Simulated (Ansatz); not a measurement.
Relaxation of AsH₂S (4 atoms, charge -1, multiplicity 1), to a largest force component of 0.02 eV/Å in at most 50 steps.

Computed with RKS B3LYP-D4/def2-SVP in Ansatz 0.2.0.

```xyz
4
Properties=species:S:1:pos:R:3:forces:R:3
S -1.596 0.055 0.910 -2.52 -1.78 3.97
As 0.109 -0.627 -0.132 2.34 -0.18 -2.57
H -2.671 0.887 1.149 0.08 1.73 -1.51
H 1.262 0.183 0.528 0.10 0.23 0.11
```

Q: Where does it end, and by what steps?

A: The run converged. Limits of this set-up: an anion without diffuse functions, the dipole of an ion depends on the origin. After 8 steps the energy has fallen by 1.671 eV; H3 moved furthest, 0.48 Å.

```csv
step,energy less start (eV),largest force component (eV/Å),accepted
0,0.0000,3.972,yes
1,-1.0600,1.839,yes
2,-1.5057,1.062,yes
3,-1.6075,0.648,yes
4,-1.6456,0.243,yes
5,-1.6381,0.535,no
6,-1.6695,0.120,yes
7,-1.6707,0.034,yes
8,-1.6709,0.007,yes
```

```xyz
4
Properties=species:S:1:pos:R:3
S -1.712 -0.223 1.264
As 0.020 -0.506 -0.260
H -2.287 0.958 0.878
H 1.084 0.269 0.573
```

Whether the end is a true minimum wasn't checked by a vibrational analysis.

Run time: 17 s on 1 thread of Arm Neoverse V1, with other jobs on the host, peak memory 0.11 GiB.
